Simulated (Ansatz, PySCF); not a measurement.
Torsion H5–O3–C2–O1 in CH2O2 (SMILES O=CO); at each angle all else is relaxed with GFN2-xTB, and the levels are single points there.
Geometry at 0° (charge 0, multiplicity 1):
| atom | x (Å) | y (Å) | z (Å) |
|---|---|---|---|
| O | -0.6258 | 1.0830 | 0.4975 |
| C | -0.4165 | -0.0057 | 0.0574 |
| O | 0.7707 | -0.4900 | -0.2654 |
| H | -1.1897 | -0.7633 | -0.1419 |
| H | 1.4698 | 0.1649 | -0.0965 |
Energies count from the point at 0°.

Correlated levels freeze the cores. CBS(a, b) extrapolates the correlation energy as X⁻³ and adds the Hartree–Fock energy of set b. Rows in 6-311+G** carry no dispersion term and start afresh at each structure.

Programs: Ansatz (Gaussian orbitals); PySCF for 6-311+G** rows, the dispersion terms. Values without a source in brackets are computed.

Energies in kcal/mol.

| dihedral (°) | BLYP/def2-TZVPP | r2SCAN-D4/def2-TZVPP | B3LYP/6-311+G** | wB97X-V/def2-TZVPP | SCS-MP2/cc-pVTZ | CCSD(T)/CBS(cc-pVTZ, cc-pVQZ) |
|---|---|---|---|---|---|---|
| 0 | 0.00 | 0.00 | 0.00 | 0.00 | 0.00 | 0.00 |
| 20 | 1.29 | 1.37 | 1.30 | 1.32 | 1.32 | 1.30 |
| 40 | 4.70 | 4.98 | 4.74 | 4.76 | 4.76 | 4.68 |
| 60 | 8.92 | 9.45 | 9.00 | 8.94 | 8.94 | 8.78 |
| 80 | 12.20 | 12.86 | 12.25 | 12.05 | 12.04 | … |
| 100 | 12.83 | 13.49 | 12.94 | 12.66 | 12.63 | … |
| 120 | 10.67 | 11.25 | 11.02 | 10.77 | 10.79 | 10.57 |
| 140 | 7.40 | 7.86 | 7.98 | 7.79 | 7.86 | … |
| 160 | 4.77 | 5.13 | 5.50 | 5.34 | 5.43 | 5.30 |
| 180 | 3.79 | 4.11 | 4.57 | 4.42 | 4.51 | 4.39 |

Fill in the missing entries.


- 100, CCSD(T)/CBS(cc-pVTZ, cc-pVQZ): 12.39
- 140, CCSD(T)/CBS(cc-pVTZ, cc-pVQZ): 7.69
- 80, CCSD(T)/CBS(cc-pVTZ, cc-pVQZ): 11.81

Ansatz is a first-principles code.
